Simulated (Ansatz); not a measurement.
`CC[Si]C` + HBr → `C[Si]Br` + `CC` at 298.15 K and 1 bar (ligand exchange at the Si–C bond).

Computed with Ansatz on PBE0-D4/def2-TZVP structures; ΔE is electronic, products minus reactants. CBS: MP2 limit from def2 TZ/QZ plus the TZ coupled-cluster correction, frozen cores. This one scheme is used for every species. For Br outer-core shells are correlated without core-valence functions, which leaves a few kJ/mol of doubt a bond. Scalar relativity is left out up to krypton. One conformer a species, not always the lowest.

| species | CCSD(T)/CBS energy (Eh) | H − E (kJ/mol) | S (J/(mol·K)) |
| --- | --- | --- | --- |
| `CC[Si]C` | -408.00123 | 282.7 | 335.0 |
| HBr | -2573.91920 | 24.6 | 198.6 |
| `C[Si]Br` | -2902.25975 | 111.1 | 309.6 |
| `CC` | -79.71954 | 207.7 | 227.7 |

H − E and S are ideal-gas, rigid-rotor, harmonic terms from PBE0-D4/def2-TZVP, for one conformer and one mirror image of each species. 1 Eh = 2625.50 kJ/mol, R = 8.31446 J/(mol·K).

Question: By hand: ΔE, ΔH, ΔS and ΔG.

Answer: ΔE = (-2902.25975) + (-79.71954) − (-408.00123) − (-2573.91920) = -0.05886 Eh = -154.5 kJ/mol. Δ(H − E) = 111.1 + 207.7 − 282.7 − 24.6 = 11.5, so ΔH = -143.0 kJ/mol. ΔS = 309.6 + 227.7 − 335.0 − 198.6 = 3.7 J/(mol·K). ΔG = -143.0 − 298.15 × (3.7)/1000 = -144.1 kJ/mol.

Question: By hand: the equilibrium constant, and the temperature at which ΔG would vanish if ΔH and ΔS stayed fixed.

Answer: log₁₀ K = −ΔG/(RT ln 10) = 25.2. ΔH and −TΔS have one sign here, so there is no such temperature.

The number of gas molecules stays the same, so ΔS is small and ΔH decides. A doubt of 5 kJ/mol in ΔE shifts log₁₀ K by 0.9 here. Other conformers and mirror images would add mixing entropy, several J/(mol·K) or more a flexible species. These are equilibria of isolated gas molecules and say nothing of rates. Largest T1 diagnostic: 0.011 (customary marks: 0.02 for closed shells, 0.045 for open ones).

ΔS is within the doubt of such terms, so its sign, and with it that verdict, could turn.
